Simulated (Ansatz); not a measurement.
A structure relaxed at r2SCAN-D4/def2-TZVP in Ansatz, charge 0, singlet:

Cartesian coordinates in Å:
```
Sn 0.746 0.031 0.794
Br -0.466 -1.928 -0.235
Br -0.279 1.897 -0.559
```

(1) Give its formula and point group.

(2) Summarise the bond lengths by kind (pairs closer than 1.2 times the sum of covalent radii, bridged metal pairs left out).

Answers

(1) the cluster SnBr2. Point group C2v (tolerance 0.1 Å).

(2) 2 × Br–Sn 2.52 Å.

In the def2 sets Sn takes a core potential; there is no spin–orbit coupling. The structure comes from a short search, and lower isomers may exist.
